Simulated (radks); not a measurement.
Species: neutral lead. Configuration: [Hg] 6p(up 1.25, down 0.75) (fractional occupations, a model configuration).

Method: scalar-relativistic Kohn-Sham, PBE, spin-polarised, spherical densities, finite nucleus; Fermi nuclear charge, rms radius 5.5012 fm; computed with a radial shooting solver on a logarithmic mesh with Libxc functionals.

Energy parts (hartree):
total: -20876.0610
kinetic: 23578.1546
electron-nucleus: -52107.3436
Hartree: 8039.4398
exchange-correlation: -386.3118

Orbitals (lengths in bohr, moments of r in powers of bohr; <r^-3> diverges for s and p1/2):
| orbital | occ. | eigenvalue (hartree) | <r^-3> | <1/r> |
|---|---|---|---|---|
| 1s up | 1 | -3236.662 | - | 101.3 |
| 1s down | 1 | -3236.662 | - | 101.3 |
| 2s up | 1 | -578.9662 | - | 23.79 |
| 2s down | 1 | -578.9662 | - | 23.79 |
| 2p up | 3 | -496.8353 | 29550 | 20.91 |
| 2p down | 3 | -496.8352 | 29550 | 20.91 |
| 3s up | 1 | -138.9860 | - | 8.818 |
| 3s down | 1 | -138.9860 | - | 8.818 |
| 3p up | 3 | -115.4214 | 6856 | 7.979 |
| 3p down | 3 | -115.4213 | 6856 | 7.979 |
| 3d up | 5 | -91.32762 | 832.7 | 7.488 |
| 3d down | 5 | -91.32754 | 832.7 | 7.488 |
| 4s up | 1 | -31.46509 | - | 3.797 |
| 4s down | 1 | -31.46495 | - | 3.797 |
| 4p up | 3 | -23.73848 | 1685 | 3.414 |
| 4p down | 3 | -23.73833 | 1685 | 3.414 |
| 4d up | 5 | -14.77729 | 181.0 | 3.069 |
| 4d down | 5 | -14.77712 | 181.0 | 3.069 |
| 5s up | 1 | -5.29332 | - | 1.597 |
| 5s down | 1 | -5.29292 | - | 1.597 |
| 4f up | 7 | -4.88409 | 36.70 | 2.675 |
| 4f down | 7 | -4.88389 | 36.70 | 2.675 |
| 5p up | 3 | -3.15458 | 312.7 | 1.365 |
| 5p down | 3 | -3.15420 | 312.7 | 1.365 |
| 5d up | 5 | -0.77901 | 21.10 | 1.007 |
| 5d down | 5 | -0.77723 | 21.16 | 1.008 |
| 6s up | 1 | -0.44630 | - | 0.5525 |
| 6s down | 1 | -0.43698 | - | 0.5548 |
| 6p up | 1.25 | -0.13372 | 19.67 | 0.3773 |
| 6p down | 0.75 | -0.12275 | 19.59 | 0.3756 |

The highest occupied level is 6p down at -3.340 eV. The spin density at the nucleus is -3.079 e/bohr^3 (1s -0.103, 2s 0.041, 3s 0.034, 4s 0.007, 5s 0.130, 6s -3.189). The electron density at the nucleus is 2.955e+06 e/bohr^3 (large components only).
